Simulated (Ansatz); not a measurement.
Ansatz (a first-principles code) input for 4,4-dichlorobut-1-yne (C₄H₄Cl₂), SMILES C#CCC(Cl)Cl, PBE-D3(BJ)/def2-SVP. 

Ansatz 0.2 input:
```yaml
crystal:
  periodic: [false, false, false]
  atoms:
    - {symbol: C, position_ang: [-2.00756164, -0.01142675, 2.50130046]}
    - {symbol: C, position_ang: [-1.28222098, -0.46110653, 1.64341008]}
    - {symbol: C, position_ang: [-0.38764985, -0.99137091, 0.61879082]}
    - {symbol: C, position_ang: [0.51411472, 0.07896130, -0.00006881]}
    - {symbol: Cl, position_ang: [1.69695480, -0.70036442, -1.10695178]}
    - {symbol: Cl, position_ang: [-0.44791832, 1.32116093, -0.86148306]}
    - {symbol: H, position_ang: [-2.65762734, 0.38578590, 3.25792895]}
    - {symbol: H, position_ang: [0.26772979, -1.76471791, 1.05341804]}
    - {symbol: H, position_ang: [-0.96030270, -1.47246426, -0.19110659]}
    - {symbol: H, position_ang: [1.09648645, 0.60751302, 0.76255658]}
basis:
  gaussian:
    orbitals: def2-SVP
hamiltonian:
  xc: pbe
  dispersion: d3bj
relax: {f_tol: 0.002, max_steps: 200}
```

It prints:

```
Functional definition: PBE
integrals: 0.06 GiB planned
1254 factors; their error is unknown
mean field: 0.32 GiB planned
mean field evaluation 1: about -29222.0284 eV, gradient 5.2e1 eV
mean field evaluation 2: about -29214.4386 eV, gradient 7.4e1 eV
mean field evaluation 4: about -29229.4626 eV, gradient 1.0e1 eV
mean field evaluation 8: about -29229.7232 eV, gradient 1.5e-1 eV
mean field evaluation 16: about -29229.6640 eV, gradient 4.4e-4 eV
mean field -29229.66399999 eV, -1074.1703394218 hartree, gradient 7.1e-5 eV, S^2 0.000000; 0 other end points of the search recorded, 0 dependent functions left out
the calculation of the forces begins
reference -29229.66403196 eV, -1074.1703405967 hartree; 31, 31 occupied and 81, 81 virtual orbitals, 1254 factors
relax step   1: F+E_penalty+E_count = -29229.93696731 eV  Δ(F+E_penalty+E_count) = +0.000e0 eV  max|allowed force component| = 8.442e-1 eV/Å  Δτ_max = 0.0000 Å  (28 SCF iters, accepted)
these checks for a lower state are left out or cut short: starts, cluster_reference, orbital_swaps, neighbouring_geometries, increment
integrals: 0.06 GiB planned
1254 factors; their error is unknown
mean field: 0.32 GiB planned
mean field -29229.67623332 eV, -1074.1707889885 hartree, gradient 9.2e-6 eV, S^2 0.000000; 0 other end points of the search recorded, 0 dependent functions left out
the calculation of the forces begins
reference -29229.67626537 eV, -1074.1707901663 hartree; 31, 31 occupied and 81, 81 virtual orbitals, 1254 factors
relax step   2: F+E_penalty+E_count = -29229.94858299 eV  Δ(F+E_penalty+E_count) = -1.162e-2 eV  max|allowed force component| = 8.139e-2 eV/Å  Δτ_max = 0.0158 Å  (33 SCF iters, accepted)
these checks for a lower state are left out or cut short: starts, cluster_reference, orbital_swaps, neighbouring_geometries, increment
integrals: 0.06 GiB planned
1254 factors; their error is unknown
mean field: 0.32 GiB planned
mean field -29229.67684920 eV, -1074.1708116216 hartree, gradient 2.5e-5 eV, S^2 0.000000; 0 other end points of the search recorded, 0 dependent functions left out
the calculation of the forces begins
reference -29229.67688125 eV, -1074.1708127995 hartree; 31, 31 occupied and 81, 81 virtual orbitals, 1254 factors
relax step   3: F+E_penalty+E_count = -29229.94906395 eV  Δ(F+E_penalty+E_count) = -4.810e-4 eV  max|allowed force component| = 2.822e-2 eV/Å  Δτ_max = 0.0037 Å  (24 SCF iters, accepted)
these checks for a lower state are left out or cut short: starts, cluster_reference, orbital_swaps, neighbouring_geometries, increment
integrals: 0.06 GiB planned
1254 factors; their error is unknown
mean field: 0.32 GiB planned
mean field evaluation 32: about -29229.7310 eV, gradient 2.0e-1 eV
mean field -29229.67687789 eV, -1074.1708126757 hartree, gradient 2.6e-5 eV, S^2 0.000000; 0 other end points of the search recorded, 0 dependent functions left out
the calculation of the forces begins
reference -29229.67690993 eV, -1074.1708138534 hartree; 31, 31 occupied and 81, 81 virtual orbitals, 1254 factors
relax step   4: F+E_penalty+E_count = -29229.94908195 eV  Δ(F+E_penalty+E_count) = -1.800e-5 eV  max|allowed force component| = 1.029e-2 eV/Å  Δτ_max = 0.0012 Å  (23 SCF iters, accepted)
these checks for a lower state are left out or cut short: starts, cluster_reference, orbital_swaps, neighbouring_geometries, increment
integrals: 0.06 GiB planned
1254 factors; their error is unknown
mean field: 0.32 GiB planned
mean field -29229.67688231 eV, -1074.1708128382 hartree, gradient 2.0e-5 eV, S^2 0.000000; 0 other end points of the search recorded, 0 dependent functions left out
the calculation of the forces begins
reference -29229.67691435 eV, -1074.1708140157 hartree; 31, 31 occupied and 81, 81 virtual orbitals, 1254 factors
relax step   5: F+E_penalty+E_count = -29229.94908627 eV  Δ(F+E_penalty+E_count) = -4.320e-6 eV  max|allowed force component| = 1.895e-3 eV/Å  Δτ_max = 0.0012 Å  (22 SCF iters, accepted)
integrals: 0.06 GiB planned
1254 factors; their error is unknown
mean field: 0.32 GiB planned
mean field -29229.67688231 eV, -1074.1708128382 hartree, gradient 1.9e-5 eV, S^2 0.000000; 1 other end points of the search recorded, 0 dependent functions left out
the calculation of the forces begins
reference -29229.67691435 eV, -1074.1708140157 hartree; 31, 31 occupied and 81, 81 virtual orbitals, 1254 factors
Total energy: -29229.94911832 eV, -1074.1808173270 hartree
Atom 0 at    -2.016142    -0.009397     2.508101 Å, force     0.001895     0.000849     0.001320 eV/Å
Atom 1 at    -1.282880    -0.462332     1.642381 Å, force    -0.001496    -0.000590    -0.000817 eV/Å
Atom 2 at    -0.387150    -0.990786     0.619596 Å, force     0.000378    -0.001271    -0.000434 eV/Å
Atom 3 at     0.517337     0.080361    -0.004352 Å, force    -0.000339     0.000936    -0.000883 eV/Å
Atom 4 at     1.695309    -0.704870    -1.114438 Å, force     0.000293    -0.000112     0.000175 eV/Å
Atom 5 at    -0.447030     1.324790    -0.861461 Å, force     0.000498    -0.000935     0.001264 eV/Å
Atom 6 at    -2.672069     0.389343     3.269200 Å, force    -0.000948    -0.000281    -0.000514 eV/Å
Atom 7 at     0.275690    -1.769942     1.054836 Å, force    -0.000329     0.001155    -0.000136 eV/Å
Atom 8 at    -0.959898    -1.478393    -0.198337 Å, force     0.000572     0.000882     0.000664 eV/Å
Atom 9 at     1.108837     0.613196     0.762268 Å, force    -0.000524    -0.000632    -0.000639 eV/Å
Dipole moment:    -0.016148    -0.114494     0.280411 e Å
```

Self-consistency was reached.
